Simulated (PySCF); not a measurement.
This script is equivalent to a calculation on Cd²⁺ (cadmium, charge +2).

```python
from pyscf import gto, scf, dft, mp, cc
import basis_set_exchange as bse
txt = bse.get_basis("aug-cc-pVDZ-PP", elements=["Cd"], fmt="nwchem", header=False)
cut = txt.index("\nECP")
mol = gto.M(atom="Cd 0 0 0", charge=2, spin=0, symmetry="D2h",
            basis=gto.basis.parse(txt[:cut]),
            ecp={"Cd": gto.basis.parse_ecp(txt[cut:])})
mf = scf.UHF(mol)
mf.irrep_nelec = {'Ag': (3, 3), 'B1g': (1, 1), 'B2g': (1, 1), 'B3g': (1, 1), 'B1u': (1, 1), 'B2u': (1, 1), 'B3u': (1, 1)}
mf.kernel()
```

Problem. What total energy does it give?

Solution. -165.99631 hartree (calculated).

Problem. Which occupied shell lies highest, and where?

Solution. 4d, at -38.023 eV.

Energies and moments cover only the electrons outside the core potential.
